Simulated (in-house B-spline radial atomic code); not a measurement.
Results of a calculation; reference values are marked as such.
Work function and surface energy of K in the jellium model

The positive ions are smeared into a uniform slab; the electrons are solved self-consistently in the LDA (PW92) on a fine grid across the film. Stabilised jellium adds, inside the slab, the constant potential −n de/dn that makes the bulk stable at the metal's density. No lattice, so no dependence on crystal face. Atomic units unless named. The numbers below are for plain jellium.

K: 1 valence electron per atom, density 0.89 g/cm³, mass 39.1 u, so r_s = 4.9 bohr. Thick-film values are averages over eight films of 5 to 5.44 Fermi wavelengths, one period of the size oscillation.

Across the edge of the background of the film of 5 Fermi wavelengths (z = 0, vacuum at z > 0):

| z (bohr) | n/n_bulk | V − E_F (hartree) |
| --- | --- | --- |
| -16.04 | 0.989 | -0.07647 |
| -12.03 | 1.018 | -0.07712 |
| -8.02 | 0.9639 | -0.07551 |
| -5.61 | 1.079 | -0.07725 |
| -3.21 | 1.063 | -0.08306 |
| -1.6 | 0.7706 | -0.07721 |
| 0.0 | 0.3831 | -0.04295 |
| 1.6 | 0.1347 | 0.002348 |
| 3.21 | 0.03784 | 0.03368 |
| 5.61 | 0.004521 | 0.06295 |
| 8.02 | 0.0004639 | 0.07883 |
| 12.03 | 9.427e-06 | 0.08987 |

Question: The electrons that spill out make a dipole barrier Δφ = 0.343 eV. Assemble the work function.

Answer: k_F = 1.91916/4.9 = 0.3917, so k_F²/2 = 2.087 eV, and the LDA gives v_xc = -4.313 eV in the bulk. Measured from the bulk electrostatic potential the Fermi level lies at 2.087 + (-4.313) = -2.226 eV, so Φ = Δφ − that = 0.343 − (-2.226) = 2.57 eV; the films' Fermi levels give 2.57 eV. Measurement gives 2.29 eV (table in Wikipedia's article on work functions); the other model gives 2.51 eV.

Question: Budd and Vannimenus showed that in jellium φ(edge) − φ(bulk) = n de/dn, with e the bulk energy per electron. Check it, given ε_xc = -0.12204 and v_xc = -0.15850 hartree.

Answer: For the kinetic part e = 3k_F²/10 ∝ n^(2/3), so n de/dn = k_F²/5 = 0.03068. For exchange and correlation n dε/dn = v_xc − ε_xc = -0.03646. The sum is -0.00578 hartree, and the films give -0.00581.

Question: The surface energy has the parts (J/m²): kinetic -0.036, exchange-correlation 0.12, electrostatic 0.018. What is the total, and what does its sign mean?

Answer: The sum is 0.102 J/m². The kinetic part is negative since spilling out relaxes the electrons, while exchange-correlation and electrostatics cost energy. A positive total means that making surface costs energy; the other model gives 0.092 J/m².

Question: What barrier would the Schottky-Mott rule give for electrons at a contact to n-type Ge, whose electron affinity is 4.0 eV (NSM archive of the Ioffe Institute)?

Answer: Φ_B = Φ − χ is 2.57 − 4.0 = -1.43 eV with the model's value and 2.29 − 4.0 = -1.71 eV with the measured one (the middle, for a range); a negative value would mean an ohmic contact. Real barriers on covalent semiconductors follow the metal only weakly, since states induced in the gap pin the Fermi level.
